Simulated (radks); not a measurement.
Question: Spherical quantum dot in the effective-mass picture: electrons in a parabolic well V = omega^2 r^2 / 2 with omega unknown, all in effective atomic units (hartree* = m*/eps^2 hartree, bohr* = eps/m* bohr), one dielectric constant everywhere. Calculated with a radial shooting solver with Libxc functionals: non-relativistic Kohn-Sham, exchange-only LDA, spin-polarised, spherical densities. Levels are named by radial order and angular momentum (1s, 1p, 1d, 2s, ...), and open shells are averaged over m. Each electron was tried in the lowest free levels, single moves between levels near the top were tried too, and the lowest total energy was kept; such a search can miss a lower state. The values of mu = E(N) - E(N-1) (hartree*) for N = 2 to 12 are 1.6004, 2.5019, 2.8620, 3.2238, 3.7048, 4.0223, 4.3447, 5.0610, 5.3487, 5.6347, 5.9182. Estimate omega.

Answer: omega = 0.635 (effective atomic units). The first electron has mu near 1.5 omega without a central charge, and each new shell adds about omega plus the charging energy.
